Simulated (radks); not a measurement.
Species: Ir XXXVI. Configuration: [Kr] 4d6 (the NIST ground configuration). Calculated with a radial shooting solver on a logarithmic mesh with Libxc functionals: scalar-relativistic Kohn-Sham, exchange-only LDA, spin-polarised, spherical densities, point nucleus; open shells are filled with parallel spins first (spin-orbit coupling, left out, can overturn this in heavy ions).

Unscreened Slater integrals over Kohn-Sham orbitals (eV). They are taken over the spin-up orbitals.

integral    value
F0(4d,4d)  59.941
F2(4d,4d)  30.593
F4(4d,4d)  20.831
F0(4d,4p)  59.945
F2(4d,4p)  30.772
G1(4d,4p)  38.328
G3(4d,4p)  24.540
F0(4d,4s)  61.000
G2(4d,4s)  30.480
F0(4p,4p)  60.106
F2(4p,4p)  31.366
F0(4p,4s)  61.142
G1(4p,4s)  41.329
F0(4s,4s)  62.276

Derived for the open shells (J is the average intra-shell exchange parameter used in DFT+U). 4d: Racah B = F2/49 - 5 F4/441 = 0.3882 eV, C = 35 F4/441 = 1.653 eV, C/B = 4.26, F4/F2 = 0.681, J = (F2 + F4)/14 = 3.673 eV.
